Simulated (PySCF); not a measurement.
H$_{6}$B$_{3}$N$_{3}$, charge +1, doublet, geometry from GFN2-xTB (a state made from the parent by changing its charge; the spin is typed, not shown lowest); PBE0/6-31G in PySCF.

PySCF was given this input:
```python
from pyscf import gto, scf, dft

mol = gto.Mole()
mol.atom = '''
    B     0.981063   -1.059920   -0.049900
    N     1.374944    0.290614    0.182281
    B     0.392448    1.284447    0.309574
    N    -0.965065    1.036226    0.055116
    B    -1.402100   -0.300558   -0.179410
    N    -0.387553   -1.270967   -0.320619
    H     1.789192   -1.906455   -0.030507
    H     2.355202    0.487961    0.327132
    H     0.700487    2.328946    0.765496
    H    -1.660249    1.767430    0.108917
    H    -2.547681   -0.524569   -0.266189
    H    -0.650292   -2.164271   -0.723612
'''
mol.basis = '6-31g'
mol.charge = 1
mol.spin = 1
mol.verbose = 4
mol.build()

mf = dft.UKS(mol)
mf.xc = 'pbe0'
mf.kernel()
```

Q: Write the output that PySCF gives for this input, abridged.

A: 
```
PySCF version 2.14.0

[INPUT] verbose = 4
[INPUT] num. atoms = 12
[INPUT] num. electrons = 41
[INPUT] charge = 1
[INPUT] spin (= nelec alpha-beta = 2S) = 1
[INPUT] symmetry False subgroup None
[INPUT] Mole.unit = angstrom
[INPUT] Symbol           X                Y                Z      unit          X                Y                Z       unit  Magmom
[INPUT]  1 B      0.981063000000  -1.059920000000  -0.049900000000 AA    1.853940380944  -2.002958513949  -0.094297333616 Bohr   0.0
[INPUT]  2 N      1.374944000000   0.290614000000   0.182281000000 AA    2.598267596614   0.549180867964   0.344461167712 Bohr   0.0
[INPUT]  3 B      0.392448000000   1.284447000000   0.309574000000 AA    0.741619238133   2.427253051519   0.585010075286 Bohr   0.0
[INPUT]  4 N     -0.965065000000   1.036226000000   0.055116000000 AA   -1.823708542403   1.958183343154   0.104154145082 Bohr   0.0
[INPUT]  5 B     -1.402100000000  -0.300558000000  -0.179410000000 AA   -2.649584999253  -0.567972304547  -0.339035764008 Bohr   0.0
[INPUT]  6 N     -0.387553000000  -1.270967000000  -0.320619000000 AA   -0.732369028754  -2.401779543360  -0.605882100332 Bohr   0.0
[INPUT]  7 H      1.789192000000  -1.906455000000  -0.030507000000 AA    3.381082864263  -3.602677818808  -0.057649874882 Bohr   0.0
[INPUT]  8 H      2.355202000000   0.487961000000   0.327132000000 AA    4.450686748028   0.922112649469   0.618189886581 Bohr   0.0
[INPUT]  9 H      0.700487000000   2.328946000000   0.765496000000 AA    1.323728583818   4.401070098901   1.446577789450 Bohr   0.0
[INPUT] 10 H     -1.660249000000   1.767430000000   0.108917000000 AA   -3.137415908583   3.339958644340   0.205823300309 Bohr   0.0
[INPUT] 11 H     -2.547681000000  -0.524569000000  -0.266189000000 AA   -4.814419342758  -0.991291743437  -0.503024307372 Bohr   0.0
[INPUT] 12 H     -0.650292000000  -2.164271000000  -0.723612000000 AA   -1.228873780996  -4.089879449339  -1.367428500449 Bohr   0.0

nuclear repulsion = 200.017776727471
number of shells = 42
number of NR pGTOs = 156
number of NR cGTOs = 66
basis = 6-31g
ecp = {}

******** <class 'pyscf.dft.uks.UKS'> ********
method = UKS
initial guess = minao
damping factor = 0
level_shift factor = 0
DIIS = <class 'pyscf.scf.diis.CDIIS'>
diis_start_cycle = 1
diis_space = 8
diis_damp = 0
SCF conv_tol = 1e-09
SCF conv_tol_grad = None
SCF max_cycles = 50
direct_scf = True
direct_scf_tol = 1e-13
number electrons alpha = 21  beta = 20
XC library pyscf.dft.libxc version 7.1.2
    S. Lehtola, C. Steigemann, M. J. T. Oliveira, and M. A. L. Marques,  SoftwareX 7, 1–5 (2018)
XC functionals = pbe0
    C. Adamo and V. Barone,  J. Chem. Phys. 110, 6158 (1999)
    M. Ernzerhof and G. E. Scuseria,  J. Chem. Phys. 110, 5029 (1999)
radial grids:
    Treutler-Ahlrichs [JCP 102, 346 (1995); DOI:10.1063/1.469408] (M4) radial grids

becke partition: Becke, JCP 88, 2547 (1988); DOI:10.1063/1.454033
pruning grids: <function nwchem_prune>
grids dens level: 3
symmetrized grids: False
atomic radii adjust function: <function treutler_atomic_radii_adjust>
small_rho_cutoff = 0
Set gradient conv threshold to 3.16228e-05
tot grids = 142696
init E= -243.158729789047

cycle= 1 E= -241.906726362755  delta_E= 1.25  |g|= 0.205  |ddm|= 2.39
cycle= 2 E= -241.88823721769  delta_E= 0.0185  |g|= 0.294  |ddm|= 0.407
cycle= 3 E= -241.927852591478  delta_E= -0.0396  |g|= 0.0798  |ddm|= 0.275
cycle= 4 E= -241.930777524969  delta_E= -0.00292  |g|= 0.0293  |ddm|= 0.0803
cycle= 5 E= -241.931300149376  delta_E= -0.000523  |g|= 0.00828  |ddm|= 0.0343
cycle= 6 E= -241.931373818953  delta_E= -7.37e-05  |g|= 0.00368  |ddm|= 0.0141
cycle= 7 E= -241.931396488642  delta_E= -2.27e-05  |g|= 0.00173  |ddm|= 0.01
cycle= 8 E= -241.931401430165  delta_E= -4.94e-06  |g|= 0.000761  |ddm|= 0.00524
cycle= 9 E= -241.931402473205  delta_E= -1.04e-06  |g|= 0.000179  |ddm|= 0.00266
cycle= 10 E= -241.9314025739  delta_E= -1.01e-07  |g|= 7.36e-05  |ddm|= 0.000904
cycle= 11 E= -241.931402584383  delta_E= -1.05e-08  |g|= 2.26e-05  |ddm|= 0.000278
cycle= 12 E= -241.931402585261  delta_E= -8.77e-10  |g|= 1.44e-05  |ddm|= 0.000117
Extra cycle  E= -241.931402584952  delta_E= 3.09e-10  |g|= 2.94e-05  |ddm|= 3.7e-05
converged SCF energy = -241.931402584952  <S^2> = 0.76366671  2S+1 = 2.0136203
```
